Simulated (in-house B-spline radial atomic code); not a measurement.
A fraction x of an electron is removed from 3d in the titanium ion Ti²⁺, starting from [Ar] 3d2 and keeping the highest spin. Method: scalar-relativistic (X2C) B3LYP, spin-polarised, spherical fractional occupations, Fermi nucleus of rms radius 3.5921 fm. Calculated with an all-electron radial atomic-structure program (B-spline basis).

Caution: exact exchange at fractional occupations of open shells leaves self-interaction of up to several eV.

```json
{"x": "0", "E(x) - E(0) (eV)": "0.0000", "3d up level (eV)": "-20.238"}
{"x": "0.03", "E(x) - E(0) (eV)": "0.6129", "3d up level (eV)": "-20.622"}
{"x": "0.17", "E(x) - E(0) (eV)": "3.6272", "3d up level (eV)": "-22.448"}
{"x": "0.32", "E(x) - E(0) (eV)": "7.1446", "3d up level (eV)": "-24.461"}
{"x": "0.5", "E(x) - E(0) (eV)": "11.7703", "3d up level (eV)": "-26.950"}
{"x": "0.52", "E(x) - E(0) (eV)": "12.3121", "3d up level (eV)": "-27.231"}
{"x": "0.71", "E(x) - E(0) (eV)": "17.7432", "3d up level (eV)": "-29.952"}
{"x": "0.78", "E(x) - E(0) (eV)": "19.8755", "3d up level (eV)": "-30.974"}
{"x": "0.93", "E(x) - E(0) (eV)": "24.6882", "3d up level (eV)": "-33.203"}
{"x": "1", "E(x) - E(0) (eV)": "27.0493", "3d up level (eV)": "-34.259"}
```

The exact functional would give a straight line between the two integer points. Deviations E(x) - E(0) - x[E(1) - E(0)], in eV: -0.199 at x = 0.03, -0.971 at x = 0.17, -1.511 at x = 0.32, -1.754 at x = 0.5, -1.754 at x = 0.52, -1.462 at x = 0.71, -1.223 at x = 0.78, -0.468 at x = 0.93.

The curve lies below the straight line by up to 1.754 eV (at x = 0.5): convex, the delocalisation error, to which spherically averaged exact exchange adds.

Problem. How well does Slater's transition state (minus the level at half occupation) give the ionisation energy?

Solution. It gives 26.950 eV against 27.049 eV from the two total energies; NIST lists 27.49 eV, ground level to ground level. The end point has an open shell averaged over its orbitals, so its exact exchange keeps a self-interaction and this is no true integer point.
